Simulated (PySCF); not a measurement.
Vertical excitations of a molecule CH₁₂N₂Si₃ from PySCF with TDA-PBE0/def2-SVPD, as energy in eV (oscillator strength): 5.78 (0.022), 6.02 (0.106), 6.15 (0.062), 6.47 (0.021), 6.51 (0.124), 6.63 (0.030). Lowest triplet (TDA): 5.29 eV. Geometry: PBE0-D3(BJ)/def2-SVP. Other conformers were not sampled.

Problem. Identify the compound among the candidates.
A. N[SiH2]C[SiH2]N[SiH3]
B. N[SiH](N)C[SiH2][SiH3]
C. N[SiH2][Si@H](N)C[SiH3]
D. C[Si](N)(N)[SiH2][SiH3]

Solution. D, C[Si](N)(N)[SiH2][SiH3]
